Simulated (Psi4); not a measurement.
C$_{6}$H$_{11}$O (SMILES [CH2]C(=O)CC(C)C), doublet, geometry from GFN2-xTB; B3LYP/STO-3G in Psi4 1.11.

Here is a job for Psi4.
```
memory 2 GB

molecule {
0 2
C     2.20591404   -0.44031400   -0.45736849
C     1.09196265    0.41268942   -0.33583232
O     0.74406726    1.18356321   -1.23663528
C     0.33877984    0.38585523    0.98522440
C    -1.05395983   -0.24932639    0.79482052
C    -1.93197516    0.63147546   -0.08384838
C    -0.94128819   -1.65817365    0.21568997
H     2.84814120   -0.34666925   -1.31626420
H     2.53069654   -1.06534200    0.35393873
H     0.20910406    1.41361474    1.32870449
H     0.90023319   -0.17200020    1.73410466
H    -1.50758209   -0.31944056    1.79155030
H    -2.87003799    0.13169946   -0.31408151
H    -2.15062661    1.57484584    0.41159759
H    -1.41826622    0.85243457   -1.01942306
H    -0.56382848   -1.62273750   -0.80360340
H    -0.26927935   -2.27087201    0.81307424
H    -1.91769218   -2.13727504    0.20137047
}

set {
  basis sto-3g
  reference uks
  e_convergence 1e-10
}

energy('b3lyp')
print_variables()
```

What the program printed (banner, timings and long lists left out):

```
   => Loading Basis Set <=

    Name: STO-3G
    Role: ORBITAL
    Keyword: BASIS

         ---------------------------------------------------------
                                   SCF
               by Justin Turney, Rob Parrish, Andy Simmonett
                          and Daniel G. A. Smith
                              UKS Reference
         ---------------------------------------------------------

  ==> Geometry <==

    Molecular point group: c1
    Full point group: C1

    Geometry (in Angstrom), charge = 0, multiplicity = 2:

       Center              X                  Y                   Z               Mass
    ------------   -----------------  -----------------  -----------------  -----------------
         C            2.163802854736    -0.479925257653    -0.425578458124    12.000000000000
         C            1.049851464736     0.373078162347    -0.304042288124    12.000000000000
         O            0.701956074736     1.143951952347    -1.204845248124    15.994914619570
         C            0.296668654736     0.346243972347     1.017014431876    12.000000000000
         C           -1.096071015264    -0.288937647653     0.826610551876    12.000000000000
         C           -1.974086345264     0.591864202347    -0.052058348124    12.000000000000
         C           -0.983399375264    -1.697784907653     0.247480001876    12.000000000000
         H            2.806030014736    -0.386280507653    -1.284474168124     1.007825032230
         H            2.488585354736    -1.104953257653     0.385728761876     1.007825032230
         H            0.166992874736     1.374003482347     1.360494521876     1.007825032230
         H            0.858122004736    -0.211611457653     1.765894691876     1.007825032230
         H           -1.549693275264    -0.359051817653     1.823340331876     1.007825032230
         H           -2.912149175264     0.092088202347    -0.282291478124     1.007825032230
         H           -2.192737795264     1.535234582347     0.443387621876     1.007825032230
         H           -1.460377405264     0.812823312347    -0.987633028124     1.007825032230
         H           -0.605939665264    -1.662348757653    -0.771813368124     1.007825032230
         H           -0.311390535264    -2.310483267653     0.844864271876     1.007825032230
         H           -1.959803365264    -2.176886297653     0.233160501876     1.007825032230

  Running in c1 symmetry.

  Rotational constants: A =      0.12816  B =      0.06934  C =      0.05703 [cm^-1]
  Rotational constants: A =   3842.09201  B =   2078.70119  C =   1709.80072 [MHz]
  Nuclear repulsion =  311.788476750363714

  Charge       = 0
  Multiplicity = 2
  Electrons    = 55
  Nalpha       = 28
  Nbeta        = 27

  ==> Algorithm <==

  SCF Algorithm Type is DF.
  DIIS enabled.
  MOM disabled.
  Fractional occupation disabled.
  Guess Type is SAD.
  Energy threshold   = 1.00e-10
  Density threshold  = 1.00e-06
  Integral threshold = 1.00e-12

  ==> Primary Basis <==

  Basis Set: STO-3G
    Blend: STO-3G
    Number of shells: 32
    Number of basis functions: 46
    Number of Cartesian functions: 46
    Spherical Harmonics?: true
    Max angular momentum: 1

  ==> DFT Potential <==

   => LibXC <=

    Version 7.1.2
    S. Lehtola, C. Steigemann, M. J. T. Oliveira, and M. A. L. Marques,  SoftwareX 7, 1–5 (2018) (10.1016/j.softx.2017.11.002)

   => Composite Functional: B3LYP <=

    B3LYP Hyb-GGA Exchange-Correlation Functional

    P. J. Stephens, F. J. Devlin, C. F. Chabalowski, and M. J. Frisch,  J. Phys. Chem. 98, 11623 (1994) (10.1021/j100096a001)

    Deriv               =              1
    GGA                 =           TRUE
    Meta                =          FALSE

    Exchange Hybrid     =           TRUE
    MP2 Hybrid          =          FALSE

   => Exchange Functionals <=

    0.0800   Slater exchange
    0.7200         Becke 88

   => Exact (HF) Exchange <=

    0.2000               HF

[...]

   @DF-UKS iter SAD:  -302.91712540941035   -3.02917e+02   0.00000e+00
   @DF-UKS iter   1:  -306.45282190201266   -3.53570e+00   7.57284e-03 ADIIS/DIIS
   @DF-UKS iter   2:  -305.62799073041214    8.24831e-01   2.56983e-02 ADIIS/DIIS
   @DF-UKS iter   3:  -306.52400671713139   -8.96016e-01   3.19702e-03 ADIIS/DIIS
   @DF-UKS iter   4:  -306.53652251818067   -1.25158e-02   1.04087e-03 ADIIS/DIIS
   @DF-UKS iter   5:  -306.53845228995920   -1.92977e-03   2.54087e-04 ADIIS/DIIS
   @DF-UKS iter   6:  -306.53875196522006   -2.99675e-04   9.64714e-05 DIIS
   @DF-UKS iter   7:  -306.53878735254875   -3.53873e-05   3.81939e-05 DIIS
   @DF-UKS iter   8:  -306.53879918485245   -1.18323e-05   1.88107e-05 DIIS
   @DF-UKS iter   9:  -306.53880388931992   -4.70447e-06   1.08026e-05 DIIS
   @DF-UKS iter  10:  -306.53880720024443   -3.31092e-06   7.09421e-06 DIIS
   @DF-UKS iter  11:  -306.53880886177490   -1.66153e-06   5.14090e-06 DIIS
   @DF-UKS iter  12:  -306.53880979041077   -9.28636e-07   2.47226e-06 DIIS
   @DF-UKS iter  13:  -306.53880998761645   -1.97206e-07   3.28110e-07 DIIS
   @DF-UKS iter  14:  -306.53880998879384   -1.17740e-09   1.39463e-07 DIIS
   @DF-UKS iter  15:  -306.53880998884074   -4.68958e-11   7.10895e-08 DIIS
  Energy and wave function converged.

  ==> Post-Iterations <==

   Electrons on quadrature grid:
      Nalpha   =   27.9999819251 ; deviation = -1.807e-05
      Nbeta    =   26.9999827470 ; deviation = -1.725e-05
      Ntotal   =   54.9999646721 ; deviation = -3.533e-05

   @Spin Contamination Metric:   3.464803261E-02
   @S^2 Expected:                7.500000000E-01
   @S^2 Observed:                7.846480326E-01
   @S   Expected:                5.000000000E-01
   @S   Observed:                5.000000000E-01

    Orbital Energies [Eh]
    ---------------------

    Alpha Occupied:

[...]
      28A     -0.146565

    Alpha Virtual:

[...]
    Beta Occupied:

[...]
    Beta Virtual:

[...]
      46A      0.713574

    Final Occupation by Irrep:
              A
    DOCC [    27 ]
    SOCC [     1 ]
    NA   [    28 ]
    NB   [    27 ]

  @DF-UKS Final Energy:  -306.53880998884074

   => Energetics <=

    Nuclear Repulsion Energy =            311.7884767503637136
    One-Electron Energy =               -1033.9020899660465602
    Two-Electron Energy =                 452.2421731976061778
    DFT Exchange-Correlation Energy =     -36.6673699707641489
    Empirical Dispersion Energy =           0.0000000000000000
    VV10 Nonlocal Energy =                  0.0000000000000000
    Total Energy =                       -306.5388099888407396

  UHF NO Occupations:
  HONO-2 :   26  A 1.9993196
  HONO-1 :   27  A 1.9838075
  HONO-0 :   28  A 1.0000000
  LUNO+0 :   29  A 0.0161925
  LUNO+1 :   30  A 0.0006804
  LUNO+2 :   31  A 0.0002320
  LUNO+3 :   32  A 0.0002174

Computation Completed

Properties will be evaluated at   0.000000,   0.000000,   0.000000 [a0]

Properties computed using the SCF density matrix

 Multipole Moments:

 ------------------------------------------------------------------------------------
     Multipole            Electronic (a.u.)      Nuclear  (a.u.)        Total (a.u.)
 ------------------------------------------------------------------------------------

 L = 1.  Multiply by 2.5417464519 to convert [e a0] to [Debye]
 Dipole X            :          4.6365200           -4.3768229            0.2596971
 Dipole Y            :          3.7140101           -4.1169933           -0.4029832
 Dipole Z            :         -2.8787201            3.3040955            0.4253754
 Magnitude           :                                                    0.6409230

 ------------------------------------------------------------------------------------

  Variable Map:
  ----------------------------------------------------------------------------
[...]
  Array Variable Map:
  ----------------------------------------------------------------------------
[...]
[...]
```
